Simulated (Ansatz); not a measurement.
Computed with Ansatz on PBE0-D4/def2-TZVP structures; ΔE is electronic, products minus reactants. CCSD(T)/CBS is the MP2 limit (def2-TZVPP, def2-QZVPP) plus CCSD(T) − MP2 in def2-TZVPP, frozen cores. Functionals use def2-TZVPP. HSE06 is defined as in plane-wave codes. Each species was taken in one conformer, which may not be the lowest.

Reaction (isomerisation): `[SiH3]CC1C[SiH2]1` → `C[SiH2]/C=C/[SiH3]`

| level | ΔE (eV) |
| --- | --- |
| PBE-D4 | -0.70 |
| r2SCAN0-D4 | -0.74 |
| CAM-B3LYP-D4 | -0.89 |
| ωB97M-V | -0.80 |
| B2PLYP | -0.93 |
| r2SCANh | -0.76 |
| HSE06 | -0.71 |
| CCSD/def2-SVP | -0.79 |

**Question.** What does CCSD(T)/CBS give? (Estimate.)

**Answer.** Computed: -0.86 eV. The listed levels differ from it by 0.16, 0.12, -0.03, 0.06, -0.07, 0.10, 0.15, 0.07 eV.

**Question.** What do rigid-rotor, harmonic-oscillator terms from PBE0-D4/def2-TZVP frequencies (298.15 K, 1 bar) make of the CCSD(T)/CBS value? (Estimate.)

**Answer.** Computed: ΔZPE = -0.04 eV, ΔH = -0.88 eV, ΔS = 24 J/(mol·K), ΔG = -0.95 eV.

Largest T1 diagnostic among the species: 0.011.

Leaving LDA and LC-ωPBE aside and taking each functional with its dispersion term where it has one, the values, not all of them listed here, spread over 0.29 eV, from BLYP-D4 to PBE0-D4. LDA lies +0.28 eV from PBE without D4. The D4 term adds +0.05 eV with B3LYP and +0.03 eV with PBE0; it sums over pairs of atoms, weighted by their polarisabilities, and B3LYP, whose exchange is more repulsive, gets the larger term. From BLYP to BHLYP (50 % exact exchange), in def2-TZVPP and without D4, ΔE moves by +0.04 eV.

B3LYP here is the variant with VWN-RPA as its local correlation; programs differ in this.
